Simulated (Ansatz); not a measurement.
`COB[SiH3]` + H₂O → `COBO` + SiH₄ at 500 K and 1 bar (formal hydrolysis of a B–Si bond).

Isolated molecules relaxed with PBE0-D4/def2-TZVP in Ansatz; ΔE leaves out vibrations. CCSD(T)/CBS adds triple-zeta CCSD(T) − MP2 to the extrapolated MP2 energy (def2 sets, frozen cores). This one scheme is used for every species. One conformer a species, not always the lowest.

| species | CCSD(T)/CBS energy (Eh) | H − E (kJ/mol) | S (J/(mol·K)) |
| --- | --- | --- | --- |
| `COB[SiH3]` | -431.31805 | 254.1 | 394.9 |
| H₂O | -76.37941 | 73.2 | 206.3 |
| `COBO` | -216.29255 | 220.6 | 342.1 |
| SiH₄ | -291.46306 | 102.4 | 230.9 |

H − E and S are ideal-gas, rigid-rotor, harmonic terms from PBE0-D4/def2-TZVP, for one conformer and one mirror image of each species. 1 Eh = 2625.50 kJ/mol, R = 8.31446 J/(mol·K).

By hand: ΔE, ΔH, ΔS and ΔG.

ΔE = (-216.29255) + (-291.46306) − (-431.31805) − (-76.37941) = -0.05815 Eh = -152.7 kJ/mol. Δ(H − E) = 220.6 + 102.4 − 254.1 − 73.2 = -4.3, so ΔH = -157.0 kJ/mol. ΔS = 342.1 + 230.9 − 394.9 − 206.3 = -28.2 J/(mol·K). ΔG = -157.0 − 500 × (-28.2)/1000 = -142.9 kJ/mol.

By hand: the equilibrium constant, and the temperature at which ΔG would vanish if ΔH and ΔS stayed fixed.

log₁₀ K = −ΔG/(RT ln 10) = 14.9. ΔG = 0 at ΔH/ΔS = 5567 K, far beyond where these terms or the molecules hold.

ΔH outweighs TΔS. A doubt of 5 kJ/mol in ΔE shifts log₁₀ K by 0.5 here. Other conformers and mirror images would add mixing entropy, several J/(mol·K) or more a flexible species. These are equilibria of isolated gas molecules and say nothing of rates. Largest T1 diagnostic: 0.014 (customary marks: 0.02 for closed shells, 0.045 for open ones).
